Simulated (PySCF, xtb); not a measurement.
C₄H₆S, SMILES C1=CSCC1.

GFN2-xTB in xtb 6.7.1 at its own geometry gives an orbital gap of 3.75 eV and a dipole moment of 2.33 D.

The structure is a stationary point at PBE-D3(BJ)/def2-SVP. The values are those of a single conformer.

What does PySCF with PBE/def2-TZVP give? (The exact figures need the calculation; the answer reports its results.)

gap 3.91 eV (levels -4.78 and -0.88 eV), dipole 1.49 D.
